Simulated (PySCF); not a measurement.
## One molecule, a ladder of functionals, a line

Molecule: `C[Si](OC)(C)C`, C₄H₁₂OSi.

Bonds (- single, = double, # triple, : aromatic): C1-O2, O2-Si3, Si3-C4, Si3-C5, Si3-C6. C1 carries H7, H8, H9; C4 carries H10, H11, H12; C5 carries H13, H14, H15; C6 carries H16, H17, H18.

GIAO shieldings (ppm, equivalent atoms averaged) in PySCF on the PBE0-D3(BJ)/def2-SVP geometry, basis pcSseg-1, gas phase, non-relativistic:

| functional | exact exchange (%) | σ(C1) | σ(O2) | σ(Si3) |
| --- | --- | --- | --- | --- |
| BLYP | 0 | 122.0 | 298.4 | 304.7 |
| BP86 | 0 | 126.7 | 303.3 | 311.6 |
| PBE | 0 | 127.3 | 302.5 | 312.0 |
| B3LYP | 20 | 127.5 | 309.6 | 318.6 |
| mPW1PW91 | 25 | 132.5 | 315.2 | 328.8 |
| BHandHLYP | 50 | 134.4 | 323.2 | 340.1 |
| HF | 100 | 144.7 | 341.5 | 377.8 |

Question: Fit each shielding as a line in the percentage of exact exchange.

Answer: σ(C1) = 125.4 + 0.19 x (rms 1.9 ppm); σ(O2) = 302.1 + 0.40 x (rms 1.9 ppm); σ(Si3) = 308.8 + 0.68 x (rms 3.1 ppm). The functionals also differ in their semilocal parts, which the line can't hold; Hartree–Fock has no correlation at all.

Question: What does the line predict for PBE0 (25 %), and what does the run give?

Answer: σ(C1): 130.2 predicted, 133.4 computed; σ(O2): 312.1 predicted, 315.6 computed; σ(Si3): 325.8 predicted, 329.6 computed ppm.
